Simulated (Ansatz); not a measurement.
AlH₄OPSi at its PBE0-D4/def2-TZVP geometry, where that method's forces vanish. Charge 0, multiplicity 1. The bonds changed during the relaxation, so this is another structure than the one it started from.

```xyz
8

O     0.9046    0.1885    1.2840
P    -0.9888    0.1045    1.1232
Al    0.6723   -0.9417   -0.1994
Si   -0.7192    0.7540   -1.0364
H     1.1404   -0.1904    2.1392
H     1.4487   -2.3134   -0.2012
H    -0.5521    2.1986   -1.3657
H    -1.9060    0.2000   -1.7437
```

What forces (eV/Å) does B3LYP-D4/def2-TZVPP give on these atoms in Ansatz 0.2.0? (Estimate.)

The calculation gave: 
```
O1   0.237 -0.035  0.086
P2  -0.369  0.015  0.164
Al3  0.167 -0.163 -0.098
Si4 -0.081  0.077 -0.205
H5   0.045  0.042  0.016
H6  -0.056  0.087 -0.005
H7  -0.010 -0.079  0.011
H8   0.066  0.055  0.029
```

B3LYP here is the variant with VWN-RPA as its local correlation; programs differ in this.
